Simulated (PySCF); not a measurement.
A structure optimised at PBE0-D3(BJ)/def2-SVP, used in a PySCF frequency run:

```xyz
11

N      2.5368     0.6554     1.4430
C      1.7832     0.2490     0.6561
O      0.9759    -0.1946    -0.2253
Si    -0.7463    -0.2983    -0.0157
N     -1.5720     1.1833     0.0201
N     -1.1354    -1.1522    -1.4328
H     -0.8936    -0.9085     1.3300
H     -1.7407     1.6762     0.8886
H     -1.6308     1.7883    -0.7908
H     -2.0949    -1.2849    -1.7248
H     -0.5035    -1.8366    -1.8297
```

Problem. Write its SMILES and formula.

Solution. N#CO[SiH](N)N, CH5N3OSi

Problem. What are its rotational constants (standard atomic weights)?

Solution. 5.8926, 1.7937, 1.4658 GHz
